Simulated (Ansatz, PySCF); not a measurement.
Input for PySCF:
```python
from pyscf import gto, scf, dft

mol = gto.M(
    atom='''
C     3.137930    0.768599   -0.361861
C     2.188400   -0.372381   -0.018448
C     0.735071   -0.005031   -0.305835
C    -0.225520   -1.141893    0.034515
C    -1.676173   -0.733188   -0.220377
C    -2.098004    0.419232    0.617792
O    -3.008523    1.181581    0.530084
H     2.895295    1.654207    0.221147
H     4.166703    0.488256   -0.148832
H     3.063234    1.023345   -1.416852
H     2.458644   -1.257324   -0.599591
H     2.293605   -0.626090    1.038663
H     0.631136    0.254933   -1.362203
H     0.457465    0.874957    0.280342
H    -0.106585   -1.414411    1.084775
H     0.013230   -2.019726   -0.569627
H    -1.823285   -0.487382   -1.279147
H    -2.351487   -1.555445    0.035936
''',
    basis='sto-3g',
    charge=0,
    spin=1,
    verbose=4,
)

mf = dft.UKS(mol)
mf.xc = 'revpbe'
mf.grids.atom_grid = (99, 590)
mf.grids.prune = None
mf.kernel()
```

**Question.** Write the same job for Ansatz (a quantum-chemistry and plane-wave program).

**Answer.** This is not unique; one that fits is 
Ansatz 0.2 input:
```yaml
crystal:
  periodic: [false, false, false]
  atoms:
    - {symbol: C, position_ang: [3.13793001, 0.76859890, -0.36186149]}
    - {symbol: C, position_ang: [2.18839996, -0.37238058, -0.01844756]}
    - {symbol: C, position_ang: [0.73507137, -0.00503085, -0.30583483]}
    - {symbol: C, position_ang: [-0.22552012, -1.14189313, 0.03451458]}
    - {symbol: C, position_ang: [-1.67617273, -0.73318775, -0.22037725]}
    - {symbol: C, position_ang: [-2.09800373, 0.41923224, 0.61779209]}
    - {symbol: O, position_ang: [-3.00852289, 1.18158083, 0.53008418]}
    - {symbol: H, position_ang: [2.89529503, 1.65420697, 0.22114703]}
    - {symbol: H, position_ang: [4.16670274, 0.48825643, -0.14883159]}
    - {symbol: H, position_ang: [3.06323375, 1.02334495, -1.41685153]}
    - {symbol: H, position_ang: [2.45864381, -1.25732444, -0.59959055]}
    - {symbol: H, position_ang: [2.29360541, -0.62608954, 1.03866288]}
    - {symbol: H, position_ang: [0.63113626, 0.25493337, -1.36220281]}
    - {symbol: H, position_ang: [0.45746489, 0.87495683, 0.28034244]}
    - {symbol: H, position_ang: [-0.10658539, -1.41441062, 1.08477547]}
    - {symbol: H, position_ang: [0.01323041, -2.01972603, -0.56962695]}
    - {symbol: H, position_ang: [-1.82328462, -0.48738207, -1.27914719]}
    - {symbol: H, position_ang: [-2.35148747, -1.55544526, 0.03593604]}
basis:
  gaussian:
    orbitals: STO-3G
hamiltonian:
  xc: revpbe
magnetization: {spin_polarized: true, initial_magnetization: 1}
accuracy: high
```

Both were run: PySCF gave -306.490601 Eh and Ansatz -306.490600 Eh, 0.000 mEh apart.
